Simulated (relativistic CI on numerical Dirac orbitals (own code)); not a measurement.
Sensitivity of the levels of P VI to α

Method of calculation: Dirac-Coulomb-Breit CI, separate exchange-only KLI orbitals for each configuration, valence Slater integrals scaled by 0.85, P86 correlation energy added to each configuration, derivatives by finite differences, QED left out (own radial code, finite nucleus).

CI space (outside the closed core 1s2): 2s2 2p6, 2s2 2p5 3s, 2s2 2p5 3p, 2s2 2p5 3d, 2s 2p6 3s, 2s 2p6 3p, 2s2 2p4 3s2, 2s 2p6 3d. Levels of other configurations are missing.

With x = (α/α₀)² − 1 an excitation energy changes as ω = ω₀ + qx; K = 2q/ω₀ is the relative enhancement. Terms are leading LS components, so labels can repeat.

Lowest level 2s2 2p6 1S_0.

| Level | ω₀ (cm⁻¹) | q (cm⁻¹) | K |
| --- | --- | --- | --- |
| 2s2 2p5 3s 3P°_2 | 1089578 | -3963 | -0.00727 |
| 2s2 2p5 3s 3P°_1 | 1092928 | -1944 | -0.00356 |
| 2s2 2p5 3s 3P°_0 | 1096735 | 3229 | 0.00589 |
| 2s2 2p5 3s 1P°_1 | 1102346 | 1223 | 0.00222 |
| 2s2 2p5 3p 3S_1 | 1174199 | -1257 | -0.00214 |
| 2s2 2p5 3p 3D_3 | 1185732 | -2343 | -0.00395 |
| 2s2 2p5 3p 3D_2 | 1186806 | -2495 | -0.0042 |
| 2s2 2p5 3p 3D_1 | 1189392 | -517.1 | -0.000869 |
| 2s2 2p5 3p 3P_2 | 1192672 | -2175 | -0.00365 |
| 2s2 2p5 3p 1P_1 | 1195219 | 1548 | 0.00259 |
| 2s2 2p5 3p 3P_0 | 1197128 | 1465 | 0.00245 |
| 2s2 2p5 3p 1D_2 | 1197347 | 3831 | 0.0064 |
| 2s2 2p5 3p 3P_1 | 1198284 | 3263 | 0.00545 |
| 2s2 2p5 3p 1S_0 | 1251241 | 304.1 | 0.000486 |
| 2s2 2p5 3d 3P°_0 | 1306245 | -2302 | -0.00352 |
| 2s2 2p5 3d 3P°_1 | 1307084 | -1720 | -0.00263 |
| 2s2 2p5 3d 3P°_2 | 1308849 | -554.1 | -0.000847 |
| 2s2 2p5 3d 3F°_4 | 1310934 | -2353 | -0.00359 |
| 2s2 2p5 3d 3F°_3 | 1312401 | -1827 | -0.00278 |
| 2s2 2p5 3d 3F°_2 | 1314747 | -438.6 | -0.000667 |
| 2s2 2p5 3d 1F°_3 | 1316714 | -1820 | -0.00276 |
| 2s2 2p5 3d 3D°_1 | 1321344 | 400.2 | 0.000606 |
| 2s2 2p5 3d 1D°_2 | 1321492 | 2965 | 0.00449 |

At this charge configurations can still be misplaced by up to about 7 % of their energy.
